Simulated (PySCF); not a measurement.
C₃H₁₀OSi₂, SMILES C[SiH2][SiH2]C(C)=O.

Geometry: ωB97X-D3(BJ)/def2-SVP. This is a generated structure with no PubChem entry under its InChIKey; it may be hypothetical. The values are those of a single conformer.

Calculation: SMD-B3LYP/def2-SVP (PySCF).

Solvation free energies are E(SMD) − E(gas) at the gas-phase geometry, for 1 M in both phases. In vacuum the dipole moment is 2.22 D.

Computed solvation free energies in water, dichloromethane, ethanol:
```tsv
solvent	ΔG(solv) (kcal/mol)	its non-electrostatic (CDS) part	dipole (D)
water	0.4	6.0	3.45
dichloromethane	-3.9	-0.6	2.95
ethanol	-3.7	1.4	3.32
```
